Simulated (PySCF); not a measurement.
Simulation results for AlH5NOSi, ClH5OSi2, FH4OSi2, FH3O2Si and others

Computed with PySCF 2.14.0. Calculation on a computer-drawn molecule: the log of a Hartree-Fock and frozen-core CCSD(T) single point meant for a local Hartree-Fock minimum, with one planted fault or none, to be diagnosed. Offsets are logged minus clean, where the clean run is the same molecule without the fault. The reference is restricted for singlets and unrestricted otherwise, and also for a bond in bohr or an excited solution. Adding or removing an electron swaps singlet and doublet. The excited solution moves the top pair (singlet) or top alpha electron (doublet) to the lowest empty orbital. Highest occupied and lowest empty are orbital energies over both spins, largest force is the largest gradient component, triples share is (T) over the correlation energy, the T1 limit is 0.02 restricted and 0.045 unrestricted, electrons count all cores, a negative frequency is imaginary (commonest isotopes), and the dipole is about the centre of nuclear charge.

Common to all runs: meant basis cc-pV(D+d)Z; logged SCF converged yes; possible faults no fault, one electron removed, one electron added, multiplicity raised by two, geometry at a saddle point, SCF held on an excited solution, minimal basis STO-3G, one bond length entered in bohr, all coordinates scaled.

(1) AlH5NOSi

Logged structure:
```xyz
9
AlH5NOSi
O      0.8478     2.8128     2.3998
Si     0.5453     1.7351     1.1866
N      1.8636     1.5452     0.0946
Al     2.8436     0.1126    -0.3641
H      1.5920     2.6617     2.9626
H     -0.6515     2.2864     0.5267
H      0.2695     0.3885     1.7356
H      2.0905     2.3920    -0.4076
H      3.9420     0.3564    -1.4919
```

```
meant charge                         : 0
meant multiplicity                   : 2
logged electrons                     : 47
logged basis functions               : 33
logged spin squared                  : 0.7558
logged highest occupied              : -4.8003 eV
logged lowest empty                  : 7.633 eV
logged largest force                 : 0.045059 hartree/bohr
logged T1 diagnostic                 : 0.015093
logged D1 diagnostic                 : 0.06326
logged triples share                 : 0.023477
logged CC converged                  : yes
logged dipole magnitude              : 2.5161 debye
logged SCF stable within its kind    : yes
logged energy HF                     : -655.10287 hartree
logged energy CCSD(T)                : -655.28355 hartree
planted fault                        : minimal basis STO-3G
HF energy offset from clean run      : 5057 kcal/mol
CCSD(T) energy offset from clean run : 5293 kcal/mol
```

Drawn bonds:
| atom | other atom | order |
| --- | --- | --- |
| 1 | 2 | 1 |
| 2 | 3 | 1 |
| 3 | 4 | 1 |
| 1 | 5 | 1 |
| 2 | 6 | 1 |
| 2 | 7 | 1 |
| 3 | 8 | 1 |
| 4 | 9 | 1 |

(2) ClH5OSi2

Logged structure:
```xyz
9
ClH5OSi2
O     -0.1792    -0.4690    -2.5467
Si    -1.3576    -0.6343    -1.3952
Si    -0.8647     0.6615     0.5192
Cl    -2.3432     0.2855     1.9465
H      0.6513    -0.9056    -2.4325
H     -1.5055    -2.0484    -0.9782
H     -2.6119    -0.1566    -2.0051
H     -0.8717     2.1131     0.2497
H      0.4330     0.2959     1.1266
```

```
meant charge                      : 0
meant multiplicity                : 1
logged electrons                  : 58
logged basis functions            : 108
logged spin squared               : 0
logged highest occupied           : -3.82 eV
logged lowest empty               : -4.5831 eV
logged largest force              : 0.064694 hartree/bohr
logged CC converged               : no
logged dipole magnitude           : 1.7436 debye
logged SCF stable within its kind : no
logged energy HF                  : -1114.72234 hartree
planted fault                     : SCF held on an excited solution
HF energy offset from clean run   : 326.6 kcal/mol
```

Drawn bonds:
| atom | other atom | order |
| --- | --- | --- |
| 1 | 2 | 1 |
| 2 | 3 | 1 |
| 3 | 4 | 1 |
| 1 | 5 | 1 |
| 2 | 6 | 1 |
| 2 | 7 | 1 |
| 3 | 8 | 1 |
| 3 | 9 | 1 |

Notes: CCSD not converged.

(3) FH4OSi2

Logged structure:
```xyz
8
FH4OSi2
O     -0.8145     0.8471     0.6804
Si    -0.6887    -0.0188    -0.6658
F      0.4201    -1.1550    -0.6231
Si     0.3649     1.7208    -1.9485
H     -1.1999     0.5776     1.5069
H     -1.9126    -0.5232    -1.2704
H      1.7870     2.0422    -1.7780
H     -0.3264     2.6146    -2.8862
```

```
meant charge                         : 1
meant multiplicity                   : 1
logged electrons                     : 48
logged basis functions               : 94
logged spin squared                  : 0
logged highest occupied              : -17.28 eV
logged lowest empty                  : -5.9003 eV
logged largest force                 : 1.647e-05 hartree/bohr
logged lowest frequency              : 74.165 cm⁻¹
logged T1 diagnostic                 : 0.013854
logged D1 diagnostic                 : 0.035554
logged triples share                 : 0.020073
logged CC converged                  : yes
logged dipole magnitude              : 4.6446 debye
logged SCF stable within its kind    : yes
logged energy HF                     : -754.31408 hartree
logged energy CCSD(T)                : -754.90427 hartree
planted fault                        : no fault
HF energy offset from clean run      : 0 kcal/mol
CCSD(T) energy offset from clean run : 0 kcal/mol
```

Drawn bonds:
| atom | other atom | order |
| --- | --- | --- |
| 1 | 2 | 1 |
| 2 | 3 | 1 |
| 2 | 4 | 1 |
| 1 | 5 | 1 |
| 2 | 6 | 1 |
| 4 | 7 | 1 |
| 4 | 8 | 1 |

(4) FH4OSi2

Structure as in entry 3.

```
meant charge                         : 1
meant multiplicity                   : 1
logged electrons                     : 47
logged basis functions               : 94
logged spin squared                  : 0.78
logged highest occupied              : -24.795 eV
logged lowest empty                  : -15.471 eV
logged largest force                 : 0.095464 hartree/bohr
logged T1 diagnostic                 : 0.033338
logged D1 diagnostic                 : 0.20056
logged triples share                 : 0.025358
logged CC converged                  : yes
logged dipole magnitude              : 7.4281 debye
logged SCF stable within its kind    : yes
logged energy HF                     : -753.7123 hartree
logged energy CCSD(T)                : -754.29695 hartree
planted fault                        : one electron removed
HF energy offset from clean run      : 377.6 kcal/mol
CCSD(T) energy offset from clean run : 381.1 kcal/mol
```

Drawn bonds:
| atom | other atom | order |
| --- | --- | --- |
| 1 | 2 | 1 |
| 2 | 3 | 1 |
| 2 | 4 | 1 |
| 1 | 5 | 1 |
| 2 | 6 | 1 |
| 4 | 7 | 1 |
| 4 | 8 | 1 |

(5) FH3O2Si

Logged structure:
```xyz
7
FH3O2Si
O     -2.7465    -1.9901     0.0518
Si    -2.1786    -1.7507     1.5586
O     -0.6051    -2.1238     1.6022
F     -2.4153    -0.1976     1.9056
H     -3.5324    -1.5463    -0.2302
H     -2.8598    -2.5249     2.5874
H     -0.0359    -1.8489     0.8984
```

```
meant charge                      : 0
meant multiplicity                : 1
logged electrons                  : 42
logged basis functions            : 80
logged spin squared               : 0
logged highest occupied           : -3.1917 eV
logged lowest empty               : -7.5726 eV
logged largest force              : 0.22012 hartree/bohr
logged CC converged               : no
logged dipole magnitude           : 4.0967 debye
logged SCF stable within its kind : no
logged energy HF                  : -539.16415 hartree
planted fault                     : SCF held on an excited solution
HF energy offset from clean run   : 541.6 kcal/mol
```

Drawn bonds:
| atom | other atom | order |
| --- | --- | --- |
| 1 | 2 | 1 |
| 2 | 3 | 1 |
| 2 | 4 | 1 |
| 1 | 5 | 1 |
| 2 | 6 | 1 |
| 3 | 7 | 1 |

Notes: CCSD not converged.

(6) FH3O2Si

Logged structure:
```xyz
7
FH3O2Si
O     -2.9497    -2.1374     0.0557
Si    -2.3398    -1.8802     1.6739
O     -0.6499    -2.2810     1.7207
F     -2.5940    -0.2122     2.0466
H     -3.7938    -1.6607    -0.2472
H     -3.0714    -2.7118     2.7789
H     -0.0386    -1.9857     0.9648
```

```
meant charge                         : 0
meant multiplicity                   : 1
logged electrons                     : 42
logged basis functions               : 80
logged spin squared                  : 0
logged highest occupied              : -13.53 eV
logged lowest empty                  : 4.0134 eV
logged largest force                 : 0.062438 hartree/bohr
logged T1 diagnostic                 : 0.013661
logged D1 diagnostic                 : 0.038725
logged triples share                 : 0.020163
logged CC converged                  : yes
logged dipole magnitude              : 1.5055 debye
logged SCF stable within its kind    : yes
logged energy HF                     : -539.98848 hartree
logged energy CCSD(T)                : -540.69156 hartree
planted fault                        : all coordinates scaled, by +7.4 %
HF energy offset from clean run      : 24.3 kcal/mol
CCSD(T) energy offset from clean run : 14.38 kcal/mol
```

Drawn bonds:
| atom | other atom | order |
| --- | --- | --- |
| 1 | 2 | 1 |
| 2 | 3 | 1 |
| 2 | 4 | 1 |
| 1 | 5 | 1 |
| 2 | 6 | 1 |
| 3 | 7 | 1 |

(7) H5O2Si2

Logged structure:
```xyz
9
H5O2Si2
O      0.6883    -1.6642     2.5866
Si     1.2753    -0.5036     1.5745
O      0.3162    -0.2377     0.2609
Si     1.2587     1.4867     2.7978
H      0.8338    -2.5775     2.3907
H      2.6020    -0.9548     1.0855
H      0.3723    -0.8126    -0.4873
H      1.7023     2.6657     2.0151
H      2.0295     1.4094     4.0625
```

```
meant charge                         : 0
meant multiplicity                   : 2
logged electrons                     : 48
logged basis functions               : 99
logged spin squared                  : 0
logged highest occupied              : -17.124 eV
logged lowest empty                  : -6.901 eV
logged largest force                 : 0.054641 hartree/bohr
logged T1 diagnostic                 : 0.015393
logged D1 diagnostic                 : 0.043756
logged triples share                 : 0.022483
logged CC converged                  : yes
logged dipole magnitude              : 4.0404 debye
logged SCF stable within its kind    : yes
logged energy HF                     : -730.28361 hartree
logged energy CCSD(T)                : -730.88411 hartree
planted fault                        : one electron removed
HF energy offset from clean run      : 179.4 kcal/mol
CCSD(T) energy offset from clean run : 184.6 kcal/mol
```

Drawn bonds:
| atom | other atom | order |
| --- | --- | --- |
| 1 | 2 | 1 |
| 2 | 3 | 1 |
| 2 | 4 | 1 |
| 1 | 5 | 1 |
| 2 | 6 | 1 |
| 3 | 7 | 1 |
| 4 | 8 | 1 |
| 4 | 9 | 1 |

(8) ClH3OSi2

Logged structure:
```xyz
7
ClH3OSi2
O      0.4261    -3.0896    -0.6516
Si     0.1496    -1.7195     0.2100
Si    -1.4116    -1.8809     2.0123
Cl    -0.9525    -0.3533    -0.9535
H     -0.3005    -3.6353    -0.9146
H      1.4808    -1.1355     0.4214
H     -0.8449    -0.6395     2.6654
```

```
meant charge                         : 0
meant multiplicity                   : 1
logged electrons                     : 55
logged basis functions               : 98
logged spin squared                  : 0.7753
logged highest occupied              : -16.489 eV
logged lowest empty                  : -7.0773 eV
logged largest force                 : 0.070836 hartree/bohr
logged T1 diagnostic                 : 0.024318
logged D1 diagnostic                 : 0.12131
logged triples share                 : 0.027604
logged CC converged                  : yes
logged dipole magnitude              : 7.9071 debye
logged SCF stable within its kind    : yes
logged energy HF                     : -1113.73103 hartree
logged energy CCSD(T)                : -1114.26976 hartree
planted fault                        : one electron removed
HF energy offset from clean run      : 184.4 kcal/mol
CCSD(T) energy offset from clean run : 198.4 kcal/mol
```

Drawn bonds:
| atom | other atom | order |
| --- | --- | --- |
| 1 | 2 | 1 |
| 2 | 3 | 1 |
| 2 | 4 | 1 |
| 1 | 5 | 1 |
| 2 | 6 | 1 |
| 3 | 7 | 1 |
